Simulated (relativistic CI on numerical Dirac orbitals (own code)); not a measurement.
How well does a small relativistic CI reproduce Br I?

Computed by Dirac-Coulomb-Breit CI, separate exchange-only KLI orbitals for each configuration, QED by a radiative potential, valence Slater integrals scaled by 0.85, P86 correlation estimate, and configurations built on the next ion tied to the tabulated ionisation energy (semi-empirical) (own radial code, finite nucleus).

Configuration list (outside the closed core [Ar] 3d10): 4s²4p⁵, 4s²4p⁴5s, 4s²4p⁴5p, 4s²4p⁴4d, 4s²4p⁴5d, 4s²4p⁴6s, 4s²4p⁴4f, 4s²4p⁴5f, 4s4p⁶, 4s²4p⁴6p, 4s²4p³4d², 4s²4p⁴6d, 4s²4p⁴5g, 4s²4p⁴6f. Levels of other configurations are missing.

```tsv
Configuration	Term (tabulated)	J	Measured (cm⁻¹)	Computed	Error	Purity (%)
4s²4p⁵	2P°	3/2	0.0	0	0	99
4s²4p⁵	2P°	1/2	3685.2	3686	1	99
4s²4p⁴5s	4P	5/2	63436.4	63877	441	97
4s²4p⁴5s	4P	3/2	64907.2	65433	526	55
4s²4p⁴5s	4P	1/2	66883.9	67389	506	95
4s²4p⁴5s	2P	1/2	68970.2	69624	654	96
4s²4p⁴5p	4P°	5/2	74672.3	74151	-521	80
4s²4p⁴5p	4P°	3/2	75009.1	74496	-513	66
4s²4p⁴5p	4D° †	7/2	75521.5	74882	-640	97
4s²4p⁴5p	4D° †	5/2	75697.1	77912	2215	61
4s²4p⁴5s	2D	5/2	75890.3	77035	1144	95
4s²4p⁴5s	2D	3/2	75908.5	77072	1163	93
4s²4p⁴5p	4D° †	3/2	76743.1	78118	1375	69
4s²4p⁴5p	2D°	5/2	78511.6	75110	-3402	74
4s²4p⁴5p	4D° †	1/2	78865.7	78288	-578	91
4s²4p⁴5p	2F°	5/2	87061.2	87182	121	96
4s²4p⁴5p	2F°	7/2	87225.2	87306	80	97
4s²4p⁴5p	2P° †	3/2	87259.3	87630	371	61
4s²4p⁴5p	2P° †	1/2	87499.0	87608	109	63
4s²4p⁴5p	2D°	3/2	88438.8	88327	-112	87
4s²4p⁴5p	2D°	5/2	88483.4	88369	-114	77
4s²4p⁴5s	2S	1/2	91937.9	94274	2336	79
```

Measured levels from NIST Handbook of Basic Atomic Spectroscopic Data (Sansonetti and Martin, J. Phys. Chem. Ref. Data 34, 1559 (2005)); pairs were made by configuration, J and term (by order where the table uses no LS term), so strongly mixed levels may be paired wrongly.

Mean error by configuration (cm⁻¹): 4s²4p⁵ 1; 4s²4p⁴5s 967; 4s²4p⁴5p -637. Over the excited levels the mean absolute error is 776 cm⁻¹ (21 of the 28 excited levels that our extract of the source holds in range could be paired, and the others can miss by more), and the median relative error of those above 1,000 cm⁻¹ is 0.7 %. † marks terms whose computed intervals miss the measured ones by more than a factor of 2.5, or configurations far off the rest, from wrong mixing, a near crossing or a doubtful label or measurement; they are left out of the means.

Transition probabilities of persistent lines. The last column rescales the computed rate by the cube of measured over computed energy:

```
λ measured (Å)           Lower            Upper  A tabulated (s⁻¹)  A computed  A rescaled
1540.65 vacuum   4s²4p⁵ ²P°3/2   4s²4p⁴5s ⁴P3/2           2.20e+08    2.81e+08    2.74e+08
1633.40 vacuum   4s²4p⁵ ²P°1/2   4s²4p⁴5s ⁴P3/2           2.30e+07    2.21e+07    2.16e+07
   7348.51 air  4s²4p⁴5s ⁴P3/2  4s²4p⁴5p ²D°5/2           1.20e+07    2.16e+07    5.99e+07
   7512.96 air  4s²4p⁴5s ⁴P5/2  4s²4p⁴5p ⁴D°3/2           1.20e+07    4.56e+05    3.72e+05
   7938.68 air  4s²4p⁴5s ²D5/2  4s²4p⁴5p ²D°5/2           1.90e+07    2.23e+07    3.06e+07
   8343.70 air  4s²4p⁴5s ⁴P1/2  4s²4p⁴5p ⁴D°1/2           2.20e+07    2.90e+07    3.85e+07
   8446.55 air  4s²4p⁴5s ⁴P3/2  4s²4p⁴5p ⁴D°3/2           1.20e+07    5.22e+05    4.24e+05
```
